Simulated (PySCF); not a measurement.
N⁺ (nitrogen, charge +1) across methods

[He] 2s1 2p3, high-spin 5S determinant (an excited configuration). All numbers are calculated (PySCF 2.14, scalar relativity by spin-free X2C-1e, in x2c-TZVPPall (5s3p2d1f, 31 functions)).

```json
{"method": "UHF", "E (hartree)": "-53.77368", "mean ε 1s β (eV)": "-438.99", "mean ε 2s α (eV)": "-47.849", "mean ε 2p α (eV)": "-31.501", "Σ⟨r²⟩ (bohr²)": "7.594", "⟨S²⟩": "6.000"}
{"method": "M06-L", "E (hartree)": "-53.8858", "mean ε 1s β (eV)": "-403.14", "mean ε 2s α (eV)": "-36.579", "mean ε 2p α (eV)": "-23.392", "Σ⟨r²⟩ (bohr²)": "7.574", "⟨S²⟩": "6.000"}
{"method": "PBE0", "E (hartree)": "-53.8262", "mean ε 1s β (eV)": "-408.49", "mean ε 2s α (eV)": "-38.070", "mean ε 2p α (eV)": "-25.068", "Σ⟨r²⟩ (bohr²)": "7.714", "⟨S²⟩": "6.000"}
{"method": "r2SCAN", "E (hartree)": "-53.8807", "mean ε 1s β (eV)": "-402.60", "mean ε 2s α (eV)": "-36.347", "mean ε 2p α (eV)": "-23.527", "Σ⟨r²⟩ (bohr²)": "7.662", "⟨S²⟩": "6.000"}
{"method": "PBE", "E (hartree)": "-53.8084", "mean ε 1s β (eV)": "-398.07", "mean ε 2s α (eV)": "-34.674", "mean ε 2p α (eV)": "-22.785", "Σ⟨r²⟩ (bohr²)": "7.787", "⟨S²⟩": "6.000"}
{"method": "TPSS", "E (hartree)": "-53.8806", "mean ε 1s β (eV)": "-401.21", "mean ε 2s α (eV)": "-35.212", "mean ε 2p α (eV)": "-22.903", "Σ⟨r²⟩ (bohr²)": "7.739", "⟨S²⟩": "6.000"}
{"method": "r2SCANh", "E (hartree)": "-53.8802", "mean ε 1s β (eV)": "-406.29", "mean ε 2s α (eV)": "-37.490", "mean ε 2p α (eV)": "-24.352", "Σ⟨r²⟩ (bohr²)": "7.650", "⟨S²⟩": "6.000"}
{"method": "LDA", "E (hartree)": "-53.4018", "mean ε 1s β (eV)": "-394.84", "mean ε 2s α (eV)": "-34.307", "mean ε 2p α (eV)": "-22.785", "Σ⟨r²⟩ (bohr²)": "7.828", "⟨S²⟩": "6.000"}
```

Task: Estimate the same row for BHandHLYP.

Result: E (hartree) = -53.8536; mean ε 1s β (eV) = -419.61; mean ε 2s α (eV) = -41.013; mean ε 2p α (eV) = -26.962; Σ⟨r²⟩ (bohr²) = 7.665; ⟨S²⟩ = 6.000.
